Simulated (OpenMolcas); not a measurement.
Ag5+ among 4 point charges of -2.5 e arranged as a square (D4h).

* Program: OpenMolcas 26.06
* Method: SS-CASPT2, IPEA 0.25 Eh, imaginary shift 0.1 Eh (closed shells correlated: 4s 4p)
* Basis: ANO-RCC-VTZP [7s6p4d2f1g]
* Scalar Hamiltonian: DKH2, point nucleus
* Active space: 6 electrons in 5 orbitals (4d)
* State averaging: 2S+1 = 5 even, 5 roots; 2S+1 = 3 even, 45 roots; 2S+1 = 1 even, 50 roots
* Spin-orbit coupling: state interaction with AMFI integrals over the reference wave functions

All point charges move together. At R = 2.07 Å the first state of the same spin is 2810 cm-1, and at R = 2.29 Å it is 2060 cm-1.

Problem. A third run gives 3540 cm-1. What distance was it run at?

Solution. With a power law R^-n the two known points give n = -ln(2060 / 2810) / ln(2.29 / 2.07) = 3.07. Then R = 2.07 × (2810 / 3540)^(1/3.07) = 1.920 Å. The run was at 1.91 Å, so the estimate is off by +0.010 Å.

Point charges give a weaker field than real ligands, and real ions of this kind are as a rule low spin; the high spin found here belongs to the model. Free-ion shares, where given, are those of the reference states; single-state CASPT2 does not remix them. Point charges carry no covalency, so the field is a model and not that of real ligands. No measured value stands beside these numbers.
